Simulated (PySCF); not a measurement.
A calculated (M06-L, PySCF 2.14, aug-cc-pwCVDZ, the non-relativistic Hamiltonian (point nucleus)) atom or ion has these occupied shells.

```
shell  electrons  orbital energy (eV)  rms radius, mean of both spins (bohr)
 1s α          1              -563.39                                  0.231
 1s β          1              -561.18                                  0.231
 2s α          1              -60.844                                   1.13
 2s β          1              -55.834                                   1.13
 2p α          2              -45.597                                   1.09
```

Problem. Name the element and its charge.

Solution. O²⁺ (oxygen, charge +2), in [He] 2s2 2p2, high-spin 3P determinant.
